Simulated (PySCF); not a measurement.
# Ionisation energy of Ar¹⁶⁺ by level of theory

Ar¹⁶⁺ 1s2 (1S) → Ar¹⁷⁺ 1s1 (2S), as a difference of total energies. Computed with PySCF 2.14 in an uncontracted even-tempered set (17 s from 12 bohr⁻², ratio 2.2; 7 p from 19 bohr⁻², ratio 2.4; 4 d from 56 bohr⁻², ratio 2.4; 3 f from 85 bohr⁻², ratio 2.4; 3 g from 130 bohr⁻², ratio 2.4), with scalar relativity by spin-free X2C-1e. Correlated levels: nothing frozen; virtual orbitals above 40 to 60 times the deepest correlated orbital energy dropped. The calculations carry no spin-orbit coupling.

```csv
method,ionisation energy (eV)
UHF,4121.4
LDA,4105.4
PBE,4119.9
PBE0,4120.5
r2SCAN,4122.8
BP86,4123.5
MP2 (all electrons),4122.6
SCS-MP2 (all electrons),4122.9
```

For comparison: 4120.7 eV (theoretical estimate listed by NIST; NIST Atomic Spectra Database, ionization energies).
